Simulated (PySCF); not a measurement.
## Bonding in `O=C1COC[C@H](C[SiH3])[SiH2]1`

Compound: C5H12O2Si2.
Numbering: `[O:1]=[C:2]1[CH2:3][O:4][CH2:5][C@H:6]([CH2:7][SiH3:8])[SiH2:9]1` (hydrogens: H10, H11 on C3; H12, H13 on C5; H14 on C6; H15, H16 on C7; H17, H18, H19 on Si8; H20, H21 on Si9)

Geometry (GFN2-xTB, Å), atoms numbered from 1 in this order:
```
atom  x, y, z in Å
O1    -2.793    1.981   -1.416
C2    -2.147    1.101   -0.898
C3    -2.809   -0.155   -0.364
O4    -1.981   -1.286   -0.313
C5    -0.874   -1.193    0.558
C6     0.323   -0.471   -0.080
C7     1.521   -0.478    0.868
Si8    3.140    0.132    0.082
Si9   -0.249    1.266   -0.620
H10   -3.660   -0.429   -0.994
H11   -3.192    0.095    0.642
H12   -0.607   -2.230    0.790
H13   -1.166   -0.696    1.495
H14    0.588   -1.050   -0.972
H15    1.674   -1.500    1.228
H16    1.287    0.121    1.750
H17    2.991    1.526   -0.340
H18    4.209    0.026    1.078
H19    3.462   -0.709   -1.072
H20    0.377    1.743   -1.851
H21   -0.103    2.227    0.482
```

Bond orders from the PBE0/pcSseg-1 density (PySCF). The structure is a single GFN2-xTB conformer in the gas phase; no vibrational or solvent corrections.

Question: How far do the computed orders between heavy atoms stray from the drawn ones?

Answer: The largest departure is 0.182, at Si9–C2 (drawn single, 0.818). Drawn single, order below 0.88: C6–Si9 (0.850) and Si9–C2 (0.818).

Question: Give the Mayer order of every bond, beside its length.

Answer: 
```tsv
bond	drawn as	length (Å)	Mayer order
O1–C2	double	1.209	1.941
C2–C3	single	1.517	0.917
C3–O4	single	1.403	0.938
O4–C5	single	1.412	0.921
C5–C6	single	1.537	1.005
C6–C7	single	1.528	1.005
C7–Si8	single	1.900	0.911
C6–Si9	single	1.907	0.850
Si9–C2	single	1.925	0.818
C3–H10	single	1.094	0.940
C3–H11	single	1.105	0.919
C5–H12	single	1.096	0.950
C5–H13	single	1.101	0.938
C6–H14	single	1.096	0.924
C7–H15	single	1.094	0.940
C7–H16	single	1.092	0.942
Si8–H17	single	1.464	0.937
Si8–H18	single	1.464	0.949
Si8–H19	single	1.464	0.948
Si9–H20	single	1.460	0.961
Si9–H21	single	1.469	0.957
```

Bonds between the same two heavy elements. C–O: lowest O4–C5 (0.921, 1.412 Å), highest O1–C2 (1.941, 1.209 Å). C–C: lowest C2–C3 (0.917, 1.517 Å), highest C5–C6 and C6–C7 (1.005, 1.537 Å); in 2 of the 3 pairs the longer bond (by over 0.003 Å) has the higher order (by 0.02 or more). C–Si: lowest Si9–C2 (0.818, 1.925 Å), highest C7–Si8 (0.911, 1.900 Å). Bonds named together lie within 0.004.

Question: Sum the orders of all bonds at each heavy atom with more than one neighbour and set the sums beside the valence in the SMILES.

Answer: C2 3.676 (drawn 4), C3 3.714 (drawn 4), O4 1.859 (drawn 2), C5 3.814 (drawn 4), C6 3.784 (drawn 4), C7 3.798 (drawn 4), Si8 3.745 (drawn 4), Si9 3.586 (drawn 4). Orders between atoms that aren't bonded are not in these sums.

For a closed shell the Mayer order of atoms A and B is Σ (PS)μν (PS)νμ over the basis functions μ on A and ν on B, with P the density and S the overlap matrix.
